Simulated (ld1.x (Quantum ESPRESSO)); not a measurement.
# What one change does to a pseudopotential (platinum (Pt), RRKJ)

* Element: Pt
* Generator: ld1.x (Quantum ESPRESSO) 7.5
* Type: norm-conserving RRKJ (Kleinman–Bylander form)
* Functional: LDA (PZ)
* Relativity: scalar-relativistic
* Frozen core: [Kr] 4d10 4f14 5s2
* Valence charge: 16
* Reference configuration: 5p6 5d8 6s0 6p0 (charge +2)
* Partial waves: 5p (bound): rc 1.70 bohr; 5d (bound): rc 1.75 bohr; 6s (bound, empty): rc 2.25 bohr
* Local potential: the s channel
* Core correction: none

All-electron outer shells of the reference configuration (LDA (PZ), scalar-relativistic, ld1.x):

```tsv
shell	level (eV)	outermost node (bohr)	outermost maximum (bohr)
4f	-91.60	–	0.38
5p	-77.16	0.53	0.98
5d	-26.17	0.57	1.24
6s	-22.54	1.13	2.18
6p	-14.56	1.33	2.73
```

Change: reference 5p6 5d9 6s1 6p0.

Cutoffs: the cutoffs (Ry, on a coarse ladder) from which the occupation-weighted sum of valence levels, in a spherical-Bessel basis at the reference potential, stays within 10 and 1 mRy of its value at 400 Ry; they do not see the model core or the augmentation charge, which bear on the density cutoff. Errors are all-electron minus pseudo energies relative to the spin-unpolarised reference configuration.

Problem. What does the change do?

Solution. The potential gets softer (45 Ry and 70 Ry → 45 Ry and 60 Ry); the range in which the s phases agree widens (upper end 2.1 → 3.3); the range in which the p phases agree widens (upper end -2.4 → -1.0); neither file shows a bound ghost.

```csv
quantity,base,changed
"cutoff, loose",45 Ry,45 Ry
"cutoff, tight",70 Ry,60 Ry
bound ghosts,none,none
"largest error over its own tests, meV",-262,-637
s: phases at 2.46 bohr within 0.05 rad from the reference energy up to (Ry; the scan ends near 5),2.1,3.3
p: phases at 2.46 bohr within 0.05 rad from the reference energy up to (Ry; the scan ends near 5),-2.4,-1.0
d: phases at 2.46 bohr within 0.05 rad from the reference energy up to (Ry; the scan ends near 5),0.2,1.6
```
